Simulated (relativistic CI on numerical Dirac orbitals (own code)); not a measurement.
Fe6+ in a cubic cluster: 3s photoemission with charge transfer

Computed with a charge-transfer multiplet model of a cubic metal-ligand cluster with up to 2 ligand holes, Slater and spin-orbit integrals from Dirac-Coulomb-Breit ions, Slater integrals scaled by 0.9. The ground state mixes d2 with configurations of k ligand holes L, whose averages lie at kΔ + k(k − 1)U_dd/2; a core hole lowers each added d electron by U_cd. 20 K, Lorentzian 1.4 eV and Gaussian 0.8 eV FWHM.

Atomic integrals in eV (Slater integrals scaled, ζ unscaled), ground: F2dd 13.268, F4dd 8.410, zeta_d 0.080; with the core hole: F2dd 13.963, F4dd 8.880, zeta_d 0.089, G2cd 12.852.

Cluster parameters (eV): Δ = -0.8, U_dd = 5.6, U_cd = 6.5, 10Dq = 2.3, 10Dq(ligand) = 0.3, final-state hopping factor = 1.

| Case | n_d | d2 | d3L | d4L2 | S |
| --- | --- | --- | --- | --- | --- |
| V(eg) = 3.8 eV, V(t2g) = -1.98 eV | 3.01 | 0.22 | 0.56 | 0.23 | 1.00 |
| V(eg) = 4.1 eV, V(t2g) = -2.13 eV | 3.01 | 0.22 | 0.55 | 0.23 | 1.00 |
| V(eg) = 4.4 eV, V(t2g) = -2.29 eV | 3.02 | 0.22 | 0.55 | 0.23 | 1.00 |

Weights, n_d and S are thermal averages at 20 K. Binding energies count from the first peak over 30 % of the highest in each spectrum, which can be another peak from case to case. The parameters are a model scan and need not match a compound or its usual spin state. Peaks in eV (height, largest 100):
- V(eg) = 3.8 eV, V(t2g) = -1.98 eV: 0.0 (100), 2.8 (19), 7.0 (32), 9.3 (29), 11.0 (20)
- V(eg) = 4.1 eV, V(t2g) = -2.13 eV: 0.0 (100), 3.0 (16), 7.1 (33), 9.3 (26), 11.3 (16)
- V(eg) = 4.4 eV, V(t2g) = -2.29 eV: 0.0 (100), 3.3 (14), 7.2 (35), 9.4 (24)

Curve for V(eg) = 4.4 eV, V(t2g) = -2.29 eV (points under 2 left out, the grid thinned):

(E (eV), Intensity): (-3.3, 5.7), (-2.8, 7.8), (-2.2, 12.3), (-1.7, 19.8), (-1.1, 40.4), (-0.6, 73.5), (0.0, 100.0), (0.5, 75.7), (1.0, 42.5), (1.6, 21.9), (2.1, 15.2), (2.7, 13.3), (3.2, 14.0), (3.8, 12.6), (4.3, 10.0), (4.8, 8.6), (5.4, 9.6), (5.9, 13.4), (6.5, 24.2), (7.0, 34.0), (7.6, 31.4), (8.1, 23.6), (8.7, 21.6), (9.2, 23.4), (9.7, 22.9), (10.3, 19.0), (10.8, 14.5), (11.4, 12.2), (11.9, 11.9), (12.5, 9.5), (13.0, 7.3), (13.5, 6.4), (14.1, 5.9), (14.6, 5.0), (15.2, 3.9), (15.7, 3.3), (16.3, 2.9), (16.8, 2.4), (17.3, 2.1), (19.2, 2.4), (19.7, 3.1), (20.3, 3.6), (20.8, 3.3), (21.4, 2.6), (21.9, 2.0)

For the case V(eg) = 4.4 eV, V(t2g) = -2.29 eV, Δ = -0.8 eV is smaller than U_dd = 5.6 eV, the charge-transfer side of the Zaanen-Sawatzky-Allen scheme (negative Δ: between configuration averages a ligand hole costs less than the nominal valence; multiplet and field energies can change this for the lowest states). With the core hole the average of the configuration with one ligand hole lies at Δ − U_cd = -7.3 eV before mixing: the effective hopping of about 9.1 eV (from the holes of the mixed ground state) is comparable with this gap or larger, so the configurations mix strongly.

With at most 2 ligand holes the space is cut while the next configuration still counts, so covalency is underestimated, and a final configuration with one more ligand hole, which can lie low, is missing from the spectra.

Without intra-shell correlation the exchange splitting of the 3s hole comes out too large.
